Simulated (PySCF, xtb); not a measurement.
CH₄BClOS, SMILES B(Cl)(S)OC. Other conformers were not sampled.

Harmonic wavenumbers (cm⁻¹) from GFN2-xTB (xtb) at its own minimum, in rising order: 47, 165, 169, 225, 307, 370, 419, 494, 745, 850, 991, 1124, 1136, 1304, 1411, 1455, 1460, 2498, 2973, 2984, 2994.

Question: What does PBE0-D3(BJ)/def2-SVP (PySCF) give at its own minimum? (The exact figures need the calculation; the answer reports its results.)

Answer: 76, 155, 189, 254, 354, 390, 518, 533, 785, 1028, 1080, 1176, 1196, 1394, 1469, 1475, 1504, 2745, 3042, 3132, 3177. Paired by order, the mean absolute difference is 75 cm⁻¹ and the zero-point energies are 34.5 and 36.7 kcal/mol.
